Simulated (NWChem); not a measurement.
Everything below was run with NWChem. System: H2FGeN, charge 0, spin multiplicity 1, at a geometry optimised with B3LYP/def2-SVP. The structure started from a generated list of species. Level: MP2/aug-cc-pVDZ, 11 core orbitals frozen.

Job file:

```
start mol
memory heap 200 mb stack 900 mb global 1100 mb
geometry units angstroms nocenter noautoz
  Ge    -0.079660    -0.448864     0.000000
  F     -1.221779     0.911131     0.000000
  N      1.404553     0.610555     0.000000
  H      1.353971     1.628154     0.000000
  H      2.359300     0.261438     0.000000
  symmetry group Cs
end
basis spherical
  * library aug-cc-pvdz
end
scf
  rhf
  nopen 0
  maxiter 100
  thresh 1e-7
  semidirect memsize 60000000 filesize 0
end
mp2
  freeze core 11
end
task mp2 energy
```

Part of the output:

```
             Northwest Computational Chemistry Package (NWChem) 7.3.0
             --------------------------------------------------------

                                NWChem Input Module
                                -------------------

 Scaling coordinates for geometry "geometry" by  1.889725989
 (inverse scale =  0.529177249)

 Turning off AUTOSYM since
 SYMMETRY directive was detected!

                             Geometry "geometry" -> ""
                             -------------------------

 Output coordinates in angstroms (scale by  1.889725989 to convert to a.u.)

  No.       Tag          Charge          X              Y              Z
 ---- ---------------- ---------- -------------- -------------- --------------
    1 Ge                  32.0000    -0.07966000    -0.44886400     0.00000000
    2 F                    9.0000    -1.22177900     0.91113100     0.00000000
    3 N                    7.0000     1.40455300     0.61055500     0.00000000
    4 H                    1.0000     1.35397100     1.62815400     0.00000000
    5 H                    1.0000     2.35930000     0.26143800     0.00000000

 Effective nuclear repulsion energy (a.u.)     187.4866489417

            Nuclear Dipole moment (a.u.)
            ----------------------------
        X                 Y               Z
 ---------------- ---------------- ----------------
     0.0000207870     0.0000151178     0.0000000000

      Symmetry information
      --------------------

 Group name             Cs
 Group number              2
 Group order               2
 No. of unique centers     5

      Symmetry unique atoms

     1    2    3    4    5


 Summary of "ao basis" -> "" (spherical)
 ------------------------------------------------------------------------------
       Tag                 Description            Shells   Functions and Types
 ---------------- ------------------------------  ------  ---------------------
 *                        aug-cc-pvdz                 on all atoms

 Summary of "ao basis" -> "ao basis" (spherical)
 ------------------------------------------------------------------------------
       Tag                 Description            Shells   Functions and Types
 ---------------- ------------------------------  ------  ---------------------
 Ge                       aug-cc-pvdz               14       36   6s5p3d
 F                        aug-cc-pvdz                9       23   4s3p2d
 N                        aug-cc-pvdz                9       23   4s3p2d
 H                        aug-cc-pvdz                5        9   3s2p

                                 NWChem SCF Module
                                 -----------------

  ao basis        = "ao basis"
  functions       =   100
  atoms           =     5
  closed shells   =    25
  open shells     =     0
  charge          =   0.00
  wavefunction    = RHF
  use symmetry    = T
  symmetry adapt  = T

 Summary of "ao basis" -> "ao basis" (spherical)
 ------------------------------------------------------------------------------
       Tag                 Description            Shells   Functions and Types
 ---------------- ------------------------------  ------  ---------------------
 Ge                       aug-cc-pvdz               14       36   6s5p3d
 F                        aug-cc-pvdz                9       23   4s3p2d
 N                        aug-cc-pvdz                9       23   4s3p2d
 H                        aug-cc-pvdz                5        9   3s2p

      Symmetry analysis of basis
      --------------------------

        a'         71
        a"         29

 Forming initial guess at       0.1s

      Superposition of Atomic Density Guess
      -------------------------------------

 Sum of atomic energies:       -2229.96828058

      Non-variational initial energy
      ------------------------------

 Total energy =   -2230.475636
 1-e energy   =   -3481.300307
 2-e energy   =    1063.338022
 HOMO         =      -0.307030
 LUMO         =      -0.031005

      Symmetry analysis of molecular orbitals - initial
      -------------------------------------------------

  Numbering of irreducible representations:

     1 a'          2 a"

  Orbital symmetries:

     1 a'          2 a'          3 a'          4 a'          5 a"
     6 a'          7 a'          8 a'          9 a'         10 a'
    11 a"         12 a'         13 a'         14 a'         15 a"
    16 a"         17 a'         18 a'         19 a'         20 a'
    21 a"         22 a'         23 a'         24 a"         25 a'
    26 a"         27 a'         28 a'         29 a'         30 a'
    31 a"         32 a'         33 a'         34 a'         35 a"

 Starting SCF solution at       4.0s

 ----------------------------------------------
         Quadratically convergent ROHF

 Convergence threshold     :          1.000E-07
 Maximum no. of iterations :          100
 Final Fock-matrix accuracy:          1.000E-09
 ----------------------------------------------

              iter       energy          gnorm     gmax       time
             ----- ------------------- --------- --------- --------
                 1    -2230.3946783043  1.13D+00  3.36D-01      4.0
                 2    -2230.4607264499  2.57D-01  5.48D-02      4.1
                 3    -2230.4680633588  2.19D-02  3.95D-03      4.2
                 4    -2230.4681346101  2.18D-04  5.84D-05      4.4
                 5    -2230.4681346172  1.93D-08  3.90D-09      4.7

       Final RHF  results
       ------------------

         Total SCF energy =  -2230.468134617183
      One-electron energy =  -3483.508574332503
      Two-electron energy =   1065.553790773646
 Nuclear repulsion energy =    187.486648941675

        Time for solution =      0.7s

       Symmetry analysis of molecular orbitals - final
       -----------------------------------------------

  Numbering of irreducible representations:

     1 a'          2 a"

  Orbital symmetries:

     1 a'          2 a'          3 a"          4 a'          5 a'
     6 a'          7 a'          8 a'          9 a"         10 a'
    11 a'         12 a'         13 a"         14 a'         15 a"
    16 a'         17 a'         18 a'         19 a'         20 a'
    21 a'         22 a"         23 a'         24 a"         25 a'
    26 a"         27 a'         28 a'         29 a'         30 a'
    31 a"         32 a'         33 a'         34 a'         35 a"

             Final eigenvalues
             -----------------

              1
    1 -405.3205
    2  -52.2192
    3  -46.3080
    4  -46.3071
    5  -46.3062
    6  -26.2550
    7  -15.5697
    8   -7.2386
    9   -5.2134
   10   -5.2105
   11   -5.2067
   12   -1.6888
   13   -1.6805
   14   -1.6800
   15   -1.6753
   16   -1.6714
   17   -1.5175
   18   -1.1366
   19   -0.7205
   20   -0.6682
   21   -0.6166
   22   -0.6034
   23   -0.5800
   24   -0.4224
   25   -0.3845
   26    0.0309
   27    0.0347
   28    0.0518
   29    0.0560
   30    0.0759
   31    0.0927
   32    0.1093
   33    0.1463
   34    0.1721
   35    0.1772

                       ROHF Final Molecular Orbital Analysis
                       -------------------------------------

 Vector   23  Occ=2.000000D+00  E=-5.799948D-01  Symmetry=a'
              MO Center= -2.3D-01,  6.5D-01, -8.2D-17, r^2= 2.5D+00
   Bfn.  Coefficient  Atom+Function         Bfn.  Coefficient  Atom+Function
  ----- ------------  ---------------      ----- ------------  ---------------
    41      0.510478  2 F  px                44      0.375589  2 F  px
    64      0.283611  3 N  px                92      0.195222  5 H  s
    67      0.165044  3 N  px

 Vector   24  Occ=2.000000D+00  E=-4.224139D-01  Symmetry=a"
              MO Center=  1.3D+00,  5.3D-01,  1.8D-16, r^2= 1.3D+00
   Bfn.  Coefficient  Atom+Function         Bfn.  Coefficient  Atom+Function
  ----- ------------  ---------------      ----- ------------  ---------------
    66      0.532655  3 N  pz                69      0.441964  3 N  pz

 Vector   25  Occ=2.000000D+00  E=-3.844634D-01  Symmetry=a'
              MO Center= -7.8D-02, -7.2D-01,  1.7D-16, r^2= 2.4D+00
   Bfn.  Coefficient  Atom+Function         Bfn.  Coefficient  Atom+Function
  ----- ------------  ---------------      ----- ------------  ---------------
     5      0.561255  1 Ge s                  4      0.367536  1 Ge s
    14     -0.294690  1 Ge py                17     -0.194650  1 Ge py
    42      0.195064  2 F  py                62     -0.181639  3 N  s
    45      0.163869  2 F  py                64      0.158821  3 N  px

 Vector   26  Occ=0.000000D+00  E= 3.092381D-02  Symmetry=a"
              MO Center= -2.1D-01, -7.8D-01, -9.3D-17, r^2= 9.8D+00
   Bfn.  Coefficient  Atom+Function         Bfn.  Coefficient  Atom+Function
  ----- ------------  ---------------      ----- ------------  ---------------
    21      0.855241  1 Ge pz                18      0.446065  1 Ge pz
    72     -0.365011  3 N  pz                15      0.246598  1 Ge pz
    69     -0.162721  3 N  pz                49     -0.156718  2 F  pz
    66     -0.151684  3 N  pz

 Vector   27  Occ=0.000000D+00  E= 3.472130D-02  Symmetry=a'
              MO Center=  3.3D+00,  2.0D-01,  6.2D-17, r^2= 1.2D+01
   Bfn.  Coefficient  Atom+Function         Bfn.  Coefficient  Atom+Function
  ----- ------------  ---------------      ----- ------------  ---------------
    94      2.182685  5 H  s                 63     -1.689309  3 N  s
     6     -0.989779  1 Ge s                 70     -0.818182  3 N  px
    85      0.641775  4 H  s                 93      0.615864  5 H  s
    20     -0.348288  1 Ge py                62     -0.342152  3 N  s
    84      0.298993  4 H  s                 16      0.165798  1 Ge px

 Vector   28  Occ=0.000000D+00  E= 5.179162D-02  Symmetry=a'
              MO Center=  5.5D-01,  1.1D+00, -3.2D-17, r^2= 1.9D+01
   Bfn.  Coefficient  Atom+Function         Bfn.  Coefficient  Atom+Function
  ----- ------------  ---------------      ----- ------------  ---------------
    85      2.255637  4 H  s                 71     -1.030942  3 N  py
    94     -0.927864  5 H  s                 63     -0.715208  3 N  s
    19     -0.673681  1 Ge px                 6     -0.611996  1 Ge s
    84      0.560632  4 H  s                 20      0.557103  1 Ge py
    70      0.470688  3 N  px                48     -0.263668  2 F  py

 center of mass
 --------------
 x =  -0.09870383 y =  -0.09396373 z =   0.00000000

 moments of inertia (a.u.)
 ------------------
         136.973908480574          14.059227315810           0.000000000000
          14.059227315810         227.169291071050           0.000000000000
           0.000000000000           0.000000000000         364.143199551624

  Mulliken analysis of the total density
  --------------------------------------

    Atom       Charge   Shell Charges
 -----------   ------   -------------------------------------------------------
    1 Ge  32    30.73   2.00  2.00  2.02  0.97  0.65  0.01  6.00  6.00  0.79  0.21 -0.01  9.97  0.15 -0.03
    2 F    9     9.70   2.00  0.89  1.05  0.06  3.30  2.26  0.13  0.00  0.01
    3 N    7     7.62   2.00  0.72  0.70  0.10  2.37  1.55  0.18  0.01 -0.04
    4 H    1     0.97   0.74  0.18 -0.01  0.06  0.01
    5 H    1     0.99   0.74  0.17  0.01  0.06  0.01

       Multipole analysis of the density wrt the origin
       ------------------------------------------------

     L   x y z        total         open         nuclear
     -   - - -        -----         ----         -------
     0   0 0 0     -0.000000      0.000000     50.000000

     1   1 0 0      0.983930      0.000000      0.000021
     1   0 1 0     -0.363585      0.000000      0.000015
     1   0 0 1     -0.000000      0.000000      0.000000

     2   2 0 0    -20.675660      0.000000    124.439721
     2   1 1 0      1.866103      0.000000     -0.180040
     2   1 0 1     -0.000000      0.000000      0.000000
     2   0 2 0    -21.935818      0.000000     68.733842
     2   0 1 1      0.000000      0.000000      0.000000
     2   0 0 2    -20.746498      0.000000      0.000000

                   NWChem MP2 Semi-direct Energy/Gradient Module
                   ---------------------------------------------

  Basis functions       =    100
  Molecular orbitals    =    100
  Frozen core           =     11
  Frozen virtuals       =      0
  Active alpha occupied =     14
  Active beta occupied  =     14
  Active alpha virtual  =     75
  Active beta virtual   =     75
  Use MO symmetry       = T
  Use skeleton AO sym   = T

  AO/Fock/Back tols     =   1.0D-09  1.0D-09  1.0D-09

 GA uses MA = F    GA memory limited = T

 Available:
  local mem=  1.26D+08
 global mem=  1.44D+08
 local disk=  0.00D+00
  mp2_memr nvloc                    75
  nvloc new                    75
   1 passes of  14:        3145728                      47175                  18034967.
   1 passes of  14: M    126150881           G      144159200           F     123005153.

 Semi-direct pass number   1 of   1  for RHF alpha+beta  at        4.7s
  vrange nnbf                  5047
  mp2_eaftype                    68  avail_ma_in_mb                  1099
 EAF : mp2_eaftype filesize          68    9017483.
  mp2_eaf for mointskh                     68
Node 0 wrote     42.4 Mb in      0.0 s     Agg I/O rate:  3930.9 Mb/s
 Done moints_semi at       14.9s
  mp2_eaftype                    68  avail_ma_in_mb                  1031
 EAF : mp2_eaftype filesize          68    9017483.
  mp2_eaf for kh                    68
 Done maket at       15.0s
 Done multipass loop at       15.0s

          -------------------------------------------
          SCF energy               -2230.468134617183
          Correlation energy          -0.498561864440
          Singlet pairs               -0.301021599383
          Triplet pairs               -0.197540265057
          Total MP2 energy         -2230.966696481623
          -------------------------------------------

          ---------------------------------------------------
                    Spin Component Scaled (SCS) MP2
          Same spin pairs                     -0.131693510038
          Same spin scaling factor             0.333333333333
          Opposite spin pairs                 -0.366868354402
          Opposite spin scaling fact.          1.200000000000
          SCS-MP2 correlation energy          -0.484139861962
          Total SCS-MP2 energy             -2230.952274479144
          ---------------------------------------------------

 -----------------------
 Performance information
 -----------------------

 Timer overhead =  1.20D-07 seconds/call

               Nr. of calls         CPU time (s)                 Wall time (s)                GFlops
             ---------------    -------------------     ------------------------------   -------------------
Name         Min   Avg   Max    Min     Avg     Max     Min     Avg     Max   Mx/calls   Min     Max     Sum
mp2: moin     1     1     1    10.     10.     10.      10.     10.     10.     10.      0.0     0.0     0.0
mp2: make     1     1     1   0.10    0.10    0.10     0.10    0.10    0.10    0.10      0.0     0.0     0.0
mp2: tota     1     1     1    10.     10.     10.      10.     10.     10.     10.      0.0     0.0     0.0

 The average no. of pstat calls per process was 3.00D+00
 with a timing overhead of 3.60D-07s

 Task  times  cpu:       15.0s     wall:       15.0s

 Total times  cpu:       15.0s     wall:       15.0s
```
